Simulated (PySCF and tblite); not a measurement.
3 regioisomers of C5H7NO2:

```tsv
isomer	SMILES
A	[N:1]#[C:2][CH:3]1[O:4][CH2:5][CH2:6][CH2:7][O:8]1
B	[N:1]#[C:2][C@@H:3]1[CH2:4][CH2:5][O:6][CH2:7][O:8]1
C	[N:1]#[C:2][CH:3]1[CH2:4][O:5][CH2:6][O:7][CH2:8]1
```

Each isomer is a Boltzmann average at 298.15 K over at most 4 conformers: GFN2-xTB geometries, energies PBE0/pcSseg-1 (D3(BJ) added where defined), GIAO shieldings PBE0/pcSseg-1, GFN2-xTB thermal terms. Programs: PySCF with density fitting and tblite.

Task: What shifts does each isomer give (ppm; of two unlike H on one atom, a is the less shielded)?

Result: 
A: ¹H (against TMS): 5.59 (H3, 1H), 4.29 (H5a/H7a, 2H), 4.13 (H5b/H7b, 2H), 2.23 (H6a, 1H), 1.07 (H6b, 1H). ¹³C (against TMS): 117.7 (C2), 89.3 (C3), 65.7 (C5/C7), 29.5 (C6). ¹⁵N (against NH3): 311.8 (N1).

B: ¹H (against TMS): 5.35 (H7a, 1H), 5.10 (H7b, 1H), 4.77 (H3, 1H), 4.22 (H5a, 1H), 4.15 (H5b, 1H), 2.35 (H4a, 1H), 1.36 (H4b, 1H). ¹³C (against TMS): 121.5 (C2), 93.7 (C7), 66.5 (C5), 63.6 (C3), 33.6 (C4). ¹⁵N (against NH3): 314.6 (N1).

C: ¹H (against TMS): 5.20 (H6a, 1H), 4.83 (H6b, 1H), 4.39 (H4a/H8a, 2H), 3.77 (H4b/H8b, 2H), 2.70 (H3, 1H). ¹³C (against TMS): 121.7 (C2), 97.3 (C6), 71.9 (C4/C8), 26.8 (C3). ¹⁵N (against NH3): 305.3 (N1).

Unscaled ¹⁵N shifts at such levels can be off by tens of ppm; differences between conformers or isomers are more reliable. Shifts are unscaled: against experiment ¹³C can be off by 15 ppm or more and ¹H by 0.8 ppm.


¹⁵N shifts are against a computed isolated NH3 molecule, about 20 ppm from the liquid.